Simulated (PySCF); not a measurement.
Species: C₄H₂FO₃S (charge -1).
Atom-mapped SMILES: `[CH:1]#[C:2]/[C:3](=[CH:4]\[F:5])[S:6](=[O:7])(=[O:8])[O-:9]` (hydrogens: H10 on C1; H11 on C4)

The calculation used PySCF, TDDFT PBE0/def2-SVPD, vertical, gas phase, core orbitals frozen in the response. Geometry: GFN2-xTB; no solvent, vibrations or thermal averaging. Torsions of this conformer, `[CH:1]#[C:2]/[C:3](=[CH:4]\[F:5])[S:6](=[O:7])(=[O:8])[O-:9]`: C2–C3–S6–O7 179°.

Each state is given a Gaussian of 0.3 eV full width at half maximum, with ε(max) = 2.175×10⁸ f / Δν̃ (Δν̃ the width in cm⁻¹). The width is an assumption, not a result. The curve ends short of the highest state used, and states not computed would add to its high-energy end.

| E (eV) | ε (L mol⁻¹ cm⁻¹) |
| --- | --- |
| 3.96 | 0 |
| 3.98 | 0 |
| 4.01 | 0 |
| 4.04 | 0 |
| 4.07 | 1 |
| 4.10 | 1 |
| 4.13 | 2 |
| 4.15 | 3 |
| 4.18 | 5 |
| 4.21 | 8 |
| 4.24 | 11 |
| 4.27 | 14 |
| 4.30 | 18 |
| 4.32 | 20 |
| 4.35 | 23 |
| 4.38 | 25 |
| 4.41 | 25 |
| 4.44 | 24 |
| 4.47 | 22 |
| 4.49 | 21 |
| 4.52 | 18 |
| 4.55 | 16 |
| 4.58 | 14 |
| 4.61 | 14 |
| 4.64 | 17 |
| 4.66 | 20 |
| 4.69 | 28 |
| 4.72 | 38 |
| 4.75 | 50 |
| 4.78 | 64 |
| 4.81 | 78 |
| 4.83 | 86 |
| 4.86 | 96 |
| 4.89 | 101 |
| 4.92 | 102 |
| 4.95 | 99 |
| 4.98 | 96 |
| 5.00 | 97 |
| 5.03 | 111 |
| 5.06 | 154 |
| 5.09 | 250 |
| 5.12 | 433 |
| 5.15 | 750 |
| 5.18 | 1256 |

**Question.** Locate the maxima and give the states behind the curve.

**Answer.** 281 nm (4.41 eV), ε about 25, made up of S1 (100%); 253 nm (4.91 eV), ε about 100, made up of S2 (99%) (ε in L mol⁻¹ cm⁻¹; maxima over ε = 5, shares over 10%). At its high-energy end, 5.18 eV, the curve is still rising (ε about 1300, from S3). The states used: S1 4.41 eV (f 0.0003); S2 4.90 eV (f 0.0011); S3 5.45 eV (f 0.133); S4 5.58 eV (f 0.0001); S5 5.64 eV (f 0.0016); S6 5.78 eV (f 0.038).

**Question.** What would ε be at 4.91 eV, the highest of these maxima, with half the width (0.15 eV)?

**Answer.** About 200 L mol⁻¹ cm⁻¹ against 102, a factor of about 1.96; a lone state at its own centre would give exactly 2.

**Question.** Coming from long wavelengths, where does ε first pass 100 L mol⁻¹ cm⁻¹?

**Answer.** At about 254 nm (4.88 eV), 0.48 eV above S1.

**Question.** On this curve, what absorbance would a 10⁻³ mol/L sample give at 254 nm over a 1 cm path?

**Answer.** 254 nm is 4.881 eV, where ε is about 100 L mol⁻¹ cm⁻¹, so A = ε c l ≈ 0.1 (Beer–Lambert, with the gas-phase spectrum and the assumed width).

No detachment energy is given for this anion; states above it aren't bound, and a finite basis only mimics them.
